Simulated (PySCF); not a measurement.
# Energy of Pd⁺ (palladium, charge +1) between two integer charges

The 4d beta orbital of [Kr] 4d9 is emptied in steps (occupation f), with all orbitals relaxed, ending at [Kr] 4d8. All numbers are calculated (PySCF 2.14, scalar relativity by spin-free X2C-1e, in x2c-TZVPall (8s6p6d1f, 63 functions)). The exact energy is a straight line in f; departures are measured from the line between the end points of the same method.

| f | MN15 (eV) |
| --- | --- |
| 1 | 0.000 |
| 0.75 | -0.582 |
| 0.5 | -0.778 |
| 0.25 | -0.582 |
| 0 | 0.000 |

```csv
method,E(f=0) − E(f=1) (eV),−ε at f=1 (eV),−ε at f=0.5 (eV)
MN15,19.763,16.679,19.763
```

Orbital energy along the path (eV):

```json
{"f": "1", "MN15": "-16.679"}
{"f": "0.75", "MN15": "-18.199"}
{"f": "0.5", "MN15": "-19.763"}
{"f": "0.25", "MN15": "-21.327"}
{"f": "0", "MN15": "-22.846"}
```

Reference removal energy between the ground levels: 19.43 ± 0.12 eV (semi-empirical (NIST evaluation); NIST Atomic Spectra Database, ionization energies). The calculation has no spin-orbit coupling. The determinant left behind need not be the lowest term of the ion.
